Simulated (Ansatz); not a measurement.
`C[SiH2]SS` + `C=CS` → `C=CS[SiH2]C` + `SS`  (ligand exchange at the Si–S bond)

Isolated molecules relaxed with PBE0-D4/def2-TZVP in Ansatz; ΔE leaves out vibrations. CBS: MP2 limit from def2 TZ/QZ plus the TZ coupled-cluster correction, frozen cores. This one scheme is used for every species. Functionals use def2-TZVPP. B3LYP here is the variant with VWN-RPA as its local correlation; programs differ in this. One conformer a species, not always the lowest.

`C[SiH2]SS`:

Cartesian coordinates in Å:
```
C 0.591 0.401 -1.284
Si 0.302 -0.850 0.063
S 0.308 0.047 2.018
S -1.283 1.337 1.757
H 1.564 0.881 -1.163
H 0.562 -0.086 -2.262
H -0.183 1.170 -1.260
H -0.994 -1.550 -0.131
H 1.403 -1.851 0.128
H -2.269 0.501 2.133
```

`C=CS`:

Cartesian coordinates in Å:
```
C -0.940 0.363 0.536
C 0.008 -0.153 -0.235
S 1.721 0.042 0.073
H -0.713 0.946 1.422
H -1.983 0.211 0.292
H -0.244 -0.732 -1.116
H 2.151 -0.677 -0.972
```

`C=CS[SiH2]C`:

Z-matrix (Å, degrees):
```
Si
C 1 1.863
S 1 2.141 2 107.4
H 1 1.488 2 111.0 3 -121.1
H 1 1.489 2 112.0 3 118.3
H 2 1.092 1 110.9 3 -60.5
H 2 1.093 1 110.1 3 179.5
H 2 1.092 1 110.8 3 60.0
C 3 1.759 1 99.8 2 168.8
C 9 1.326 3 123.2 1 151.0
H 9 1.086 3 115.9 1 -32.4
H 10 1.084 9 122.0 3 -3.5
H 10 1.083 9 120.3 3 175.9
```

`SS`:

Cartesian coordinates in Å:
```
S 0.660 0.873 -0.263
S 0.240 -1.093 0.117
H -0.381 1.149 -1.072
H -0.519 -0.929 1.218
```

```
             level  ΔE (eV)
       LDA (SPW92)     0.08
          PBE-QIDH     0.04
             B3LYP     0.04
     CCSD/def2-SVP     0.06
  CCSD(T)/def2-SVP     0.06
SCS-MP2/def2-TZVPP     0.04
   CCSD/def2-TZVPP     0.03
     MP2/CBS(def2)     0.05
```

Task: What does CCSD(T)/CBS give? (An estimate is asked.)

Result: Ansatz gave: +0.04 eV. The listed levels differ from it by 0.04, 0.00, 0.00, 0.02, 0.02, 0.00, -0.01, 0.01 eV.

Largest T1 diagnostic among the species: 0.012.

Leaving LDA and LC-ωPBE aside and taking each functional with its dispersion term where it has one, the values, not all of them listed here, spread over 0.03 eV, from ωB97X-V to BLYP-D4.
